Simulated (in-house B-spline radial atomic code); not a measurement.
**RPA and G0W0 on CAM-B3LYP: Nb IX (Nb8+)**

Configuration [Ar] 3d10 4s2 4p3, highest spin, mean-field start CAM-B3LYP. Computed with an all-electron radial atomic-structure program (B-spline basis): all electrons, scalar-relativistic (spin-free one-electron X2C), finite nucleus, each spin shell either full or empty, empty states to l = 9 with an (l + 1/2)⁻⁴ tail; G0W0 by contour deformation at full frequency.

Command:
```bash
python run_gw.py task.json out
```
Settings (radii: box in bohr, nucleus in fm):
```
Z                        41
electrons                33
configuration            [Ar] 3d10 4s2 4p3
hamiltonian              x2c
method                   camb3lyp
lmax                     9
rms_radius               4.324
spin_polarised           True
box_radius               7.7
intervals                66
```

Cost of the run: 6.1 s on 1 thread of Arm Neoverse N1, on a shared host.

Energies (hartree):

```tsv
term	value
mean-field total	-3801.42788
Hartree-Fock functional on these orbitals	-3799.43871
direct second order	-2.7499
second-order exchange	0.80616
SOSEX correction	0.75897
```

Problem. What is the RPA correlation energy, and what remains with SOSEX?

Solution. RPA gives -2.4814 hartree (-2.05 eV per electron); RPA + SOSEX gives -1.7224, and the second-order doubles -1.9437 hartree (no singles). RPA lacks exchange-type terms and so overcorrelates at short range.

Quasi-particle levels (eV):

```
  level  occupied  mean field  Σx - vxc     Σc  QP weight     G0W0
  4p up       yes     -155.12     -5.45      ?          ?        ?
4s down       yes     -176.75     -1.89  -3.24      0.972  -181.88
3d down       yes     -334.90    -19.68   4.66      0.957  -349.92
4p down        no     -142.48      7.71  -2.95      0.971  -137.72
```

G0W0 = mean field + (Σx - vxc) + Σc, with Σc (partial-wave tail included) taken at the quasi-particle energy. Only the outer levels were computed. Levels of low weight are left out.

Problem. Where does G0W0 put 4p up?

Solution. At -161.26 eV, with Σc = -0.70 eV and a quasi-particle weight of 0.971. The tabulated removal energy is 159.2 ± 0.7 eV (NIST, semi-empirical); the calculation leaves out spin-orbit coupling, Breit and QED terms, and what these don't explain is the method's own error.
